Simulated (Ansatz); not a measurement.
```xyz
11

O    -0.9221   -1.7271   -0.3411
C     0.1929   -1.8717   -0.7629
O     1.2192   -1.1008   -0.4380
Si    0.9269    0.1750    0.6650
Si   -0.9328    1.4506    0.0380
H     0.4849   -2.6607   -1.4703
H     2.2013    0.9298    0.5969
H     0.7788   -0.4159    2.0187
H    -2.1609    0.9726    0.7168
H    -1.0974    1.3766   -1.4377
H    -0.6909    2.8716    0.4145
```

Total charge 0; spin multiplicity 1.

(1) List the r2SCAN/def2-TZVPP orbital energies in eV (the Gaussian-basis code of Ansatz). (An estimate is asked.)

Results:

(1) The calculation gave: Occupied: -1791.91, -1790.95, -517.18, -516.04, -276.96, -142.30, -141.45, -97.21, -97.13, -97.12, -96.31, -96.30, -96.29, -29.45, -27.07, -17.18, -14.28, -13.80, -12.76, -12.05, -11.72, -9.77, -9.32, -8.93, -8.79, -8.44, -7.58, -7.25. Lowest empty: -1.39, -1.03, -0.26, 0.30, 0.93, 1.40, 1.69, 2.23.
